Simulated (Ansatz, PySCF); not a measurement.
Stretching the B1–H3 bond in BFHI (SMILES FBI) (multiplicity 1 held, fragments rigid). Energies count from the point at 1.186 Å.
Geometry at that point (charge 0, multiplicity 1):
```xyz
4

B     -0.24475    -1.33346     0.80642
F      0.79230    -1.74376     1.49668
H     -1.26010    -1.94583     0.81786
I     -0.08768     0.45862    -0.34566
```

Restricted levels (R-, RO-) in cc, def2 and unpolarised 6-31G sets keep to the state of the molecule at rest. Unrestricted levels (U-) break spin symmetry where that is lower. Curves can end on different states.

Rows in 3-21G carry no dispersion term and start afresh at each structure; the Pople sets are all-electron and without relativity.

The values were computed with Ansatz (a first-principles code) with Gaussian orbitals; PySCF for 3-21G rows. Each number belongs to the level named beside it. In def2 rows elements past Kr take small-core potentials, without spin–orbit coupling.

One of these levels gives 4.600 eV for the energy at R = 3.794 Å. Which one is it?
A) R-wB97X-V/def2-TZVPP
B) R-B3LYP/def2-TZVPP
C) U-B3LYP/def2-TZVPP
D) R-HF/3-21G

C, U-B3LYP/def2-TZVPP. The others give 8.212 (R-HF/3-21G), 5.958 (R-B3LYP/def2-TZVPP), 6.920 (R-wB97X-V/def2-TZVPP)

Doubts at one or more of the structures used: a restricted determinant that unrestricted orbitals would lower (R-HF/3-21G, R-B3LYP/def2-TZVPP, R-wB97X-V/def2-TZVPP); a spin-contaminated determinant (U-B3LYP/def2-TZVPP).
